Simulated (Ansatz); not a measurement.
Gas-phase electronic energies from Ansatz, PBE0-D4/def2-TZVP geometries. CCSD(T)/CBS adds triple-zeta CCSD(T) − MP2 to the extrapolated MP2 energy (def2 sets, frozen cores). Functionals use def2-TZVPP. For Ge outer-core shells are correlated without core-valence functions, which leaves a few kJ/mol of doubt a bond. Scalar relativity is left out up to krypton. One conformer a species, not always the lowest.

Consider the formal exchange of groups at a Ge–Al bond: `[F][Al]([Cl])[GeH3]` + `COC(C)(F)Cl` → `C[C](F)(Cl)[GeH3]` + `C[O][Al]([F])[Cl]`.

CCSD(T)/CBS gives -24.5 kcal/mol.

Problem. Another level gave -21.9 kcal/mol. Which?
A. PBE-D4/def2-TZVPP
B. SCS-MP2/def2-TZVPP
C. HF/def2-TZVPP
D. ωB97X-V/def2-TZVPP

Solution. D. ωB97X-V -21.9, SCS-MP2/def2-TZVPP -26.5, HF/def2-TZVPP -24.2, PBE-D4 -19.4 kcal/mol.

Largest T1 diagnostic among the species: 0.012.

The D4 term adds −0.7 kcal/mol with B3LYP and −0.3 kcal/mol with PBE0; it sums over pairs of atoms, weighted by their polarisabilities, and B3LYP, whose exchange is more repulsive, gets the larger term.

B3LYP here is the variant with VWN-RPA as its local correlation; programs differ in this.
